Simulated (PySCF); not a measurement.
## Spin–orbit doublets of 2p levels

Compound: C₄H₉OPSi.
Geometry (PBE0-D3(BJ)/def2-SVP, Å), atoms numbered from 1 in this order:
```xyz
16
C4H9OPSi angstrom
C      2.938   -0.415   -0.014
C      1.656   -0.780   -0.108
P      0.332    0.254   -0.808
Si    -0.012    1.573    1.002
C     -1.121   -0.914   -0.529
C     -2.476   -0.345   -0.861
O     -0.962   -2.062   -0.200
H      3.683   -1.094    0.412
H      3.296    0.564   -0.348
H      1.320   -1.774    0.217
H     -0.260    0.775    2.240
H     -1.180    2.473    0.749
H      1.220    2.397    1.170
H     -3.240   -0.829   -0.237
H     -2.695   -0.583   -1.915
H     -2.518    0.747   -0.749
```

Method used: delta-SCF UKS SCAN, pcX-2 on the ionised atom, pcseg-1 elsewhere, spin-free X2C in PySCF. These are vertical core ionisation energies against the vacuum level, from separate self-consistent calculations with and without the core hole. Spin–orbit and ligand-field terms were added within each 2p shell after the spin-free SCF. The splitting includes the ligand field, and 2p3/2 is the mean of two sublevels.

| atom | mean of the 2p shell (eV) | splitting (eV) |
| --- | --- | --- |
| P3 | 136.304 | 0.890 |
| Si4 | 107.006 | 0.623 |

Problem. Where do the two lines of each doublet lie?

Solution. 2p3/2 = mean − splitting/3 and 2p1/2 = mean + 2 × splitting/3:

```csv
atom,environment,2p3/2 (eV),2p1/2 (eV)
P3,three-coordinate phosphorus,136.01,136.90
Si4,SiH3 silicon,106.80,107.42
```

Problem. What are the 1s binding energies of the same atoms?

Solution. P3 2149.52 eV; Si4 1846.56 eV.

Problem. Which Kα1 and Kα2 emission energies and wavelengths follow?

Solution. The photon carries the difference of the 1s-hole and 2p-hole states, both at the ground state's geometry; λ = 12398.42 eV Å/E.

| atom | Kα1 (eV) | Kα2 (eV) | λ(Kα1) (Å) | λ(Kα2) (Å) |
| --- | --- | --- | --- | --- |
| P3 | 2013.51 | 2012.62 | 6.1576 | 6.1603 |
| Si4 | 1739.76 | 1739.14 | 7.1265 | 7.1291 |

2p1/2 minus 2p3/2 by element: Si (Z = 14) 0.62 eV, P (Z = 15) 0.89 eV.

Problem. And the 1s levels of the other atoms?

Solution. C1 (terminal =CH2 carbon) 290.12 eV; C2 (alkene CH carbon) 290.39 eV; C6 (methyl carbon next to a carbonyl) 291.06 eV; C5 (carbonyl carbon) 292.85 eV; O7 (carbonyl oxygen) 537.33 eV.

Spin contamination (⟨S²⟩ against 0.75 for a pure doublet) is marked for C 1s of C5 (0.88), which makes this value less certain. The structure is a single PBE0-D3(BJ)/def2-SVP conformer in the gas phase; no vibrational or solvent corrections.
